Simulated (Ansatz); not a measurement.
Total energies of C9H27NSi3, SMILES `C[Si](C)(C)N([Si](C)(C)C)[Si](C)(C)C`.

```xyz
40

C     0.725    0.489    2.720
Si   -0.703    0.010    1.600
C    -1.282   -1.678    2.184
C    -2.181    1.128    1.895
N    -0.190    0.015   -0.077
Si    0.170   -1.508   -0.868
C    -1.328   -2.634   -0.960
C     0.694   -1.297   -2.658
C     1.595   -2.370   -0.003
Si    0.381    1.510   -0.794
C    -0.358    1.814   -2.491
C     2.257    1.518   -0.876
C    -0.106    3.030    0.195
H     1.522   -0.257    2.649
H     0.400    0.531    3.764
H     1.160    1.458    2.469
H    -0.570   -2.489    2.033
H    -1.450   -1.589    3.262
H    -2.233   -1.962    1.729
H    -1.934    2.187    1.949
H    -2.649    0.847    2.844
H    -2.926    0.991    1.107
H    -2.213   -2.068   -1.264
H    -1.146   -3.397   -1.724
H    -1.557   -3.148   -0.028
H     1.528   -0.613   -2.819
H    -0.137   -0.985   -3.293
H     1.014   -2.286   -3.004
H     1.409   -2.542    1.059
H     1.798   -3.341   -0.466
H     2.503   -1.766   -0.084
H    -0.237    2.872   -2.742
H    -1.430    1.597   -2.484
H     0.102    1.231   -3.288
H     2.674    1.488    0.135
H     2.618    2.430   -1.360
H     2.664    0.667   -1.424
H    -1.177    3.229    0.135
H     0.410    3.877   -0.268
H     0.183    3.010    1.247
```

The species carries charge 0 and has multiplicity 1. All single points use the PBE0-D4/def2-TZVP geometry. It is one conformer, not always the lowest. Basis def2-TZVPP, the Gaussian-basis code of Ansatz.

RPA on PBE orbitals: Hartree–Fock energy of these orbitals -1278.02041 Eh, correlation -3.75528 Eh (frozen core).

| functional | energy without D4 (Eh) | D4 term (kJ/mol) |
| --- | --- | --- |
| LDA (SPW92) | -1275.47009 | – |
| PBE | -1281.77549 | -138.3 |
| revPBE | -1282.48596 | -363.0 |
| BLYP | -1282.53979 | -285.0 |
| r2SCAN | -1282.50814 | -41.5 |
| PBE0 | -1281.95241 | -121.6 |
| r2SCAN0 | -1282.46871 | -48.2 |
| BHLYP | -1282.56611 | -170.6 |
| CAM-B3LYP | -1282.60791 | -125.5 |
| LC-ωPBE | -1282.32259 | – |
| ωB97X-V | -1282.60141 | – |
| ωB97M-V | -1282.54429 | – |
| B2PLYP | -1282.07436 | – |
| PBE-QIDH | -1281.66474 | – |

**Question.** Give the same for B97M-V, B3LYP, r2SCANh, HSE06 (plane-wave form). (An estimate is asked.)

**Answer.** Computed: 
| functional | energy without D4 (Eh) | D4 term (kJ/mol) |
| --- | --- | --- |
| B97M-V | -1282.63999 | – |
| B3LYP | -1282.91132 | -217.1 |
| r2SCANh | -1282.49135 | -44.1 |
| HSE06 (plane-wave form) | -1281.90585 | -114.5 |

B3LYP takes the VWN-RPA correlation (the form of Gaussian; ORCA's B3LYP/G). HSE06 is the plane-wave form, built on full-range PBE exchange. The double hybrids freeze the cores in their second-order part.

LC-ωPBE has ω = 0.4 bohr⁻¹.
